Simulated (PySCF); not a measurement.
Basis and Hamiltonian dependence of the excitation energy of Tc⁺

Tc⁺ [Kr] 4d5 5s1 (7S) → Tc⁺ [Kr] 4d5 5p1 (7P). Calculated with PySCF 2.14 from differences of total energies of unrestricted determinants, without spin-orbit coupling. Values in eV.

| basis | Hamiltonian | functions | UHF | r2SCAN | PBE0 | MP2 (valence) | CCSD(T) (valence) |
| --- | --- | --- | --- | --- | --- | --- | --- |
| ANO-RCC-VTZP | spin-free X2C | 68 | 4.459 | 4.805 | 4.671 | 4.653 | 4.655 |
| aug-cc-pwCVDZ-PP with ECP28MDF | ECP | 70 | 4.455 | 4.888 | 4.715 | 4.637 | 4.637 |
| aug-cc-pVTZ-DK | spin-free X2C | 102 | 4.459 | 4.827 | 4.684 | 4.653 | 4.654 |
| aug-cc-pwCVTZ-PP with ECP28MDF | ECP | 122 | 4.451 | 4.903 | 4.730 | 4.652 | n/a |
| dyall-av2z | non-relativistic | 136 | 4.068 | 4.371 | 4.262 | 4.225 | n/a |

Frozen in the all-electron rows: valence: [Kr]; with a core potential, the same shells as far as they lie outside it.

Non-relativistic rows lack the scalar-relativistic shift.
